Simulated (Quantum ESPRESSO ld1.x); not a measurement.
All-electron atom: N in [He] 2s2 2p3.

Calculated with ld1.x of Quantum ESPRESSO 7.5: Dirac Kohn-Sham, PW91, spin-unpolarised, spherical densities, point nucleus; open shells fill j = l - 1/2 first.

Energy parts (hartree):
| part | energy |
|---|---|
| total | -54.496 |
| kinetic | 54.388 |
| electron-nucleus | -128.177 |
| Hartree | 25.905 |
| exchange-correlation | -6.612 |

Orbitals (lengths in bohr, moments of r in powers of bohr):
| orbital | occ. | eigenvalue (hartree) | <r^2> |
|---|---|---|---|
| 1s1/2 | 2 | -14.1505 | 0.07139 |
| 2s1/2 | 2 | -0.6844 | 2.114 |
| 2p1/2 | 2 | -0.2634 | 2.915 |
| 2p3/2 | 1 | -0.2627 | 2.922 |

The highest occupied level is 2p3/2 at -7.148 eV. Summed over all electrons, <r^2> = 13.12 bohr^2, which gives a Langevin (diamagnetic) susceptibility term of -10.4 x 10^-6 cm^3/mol.
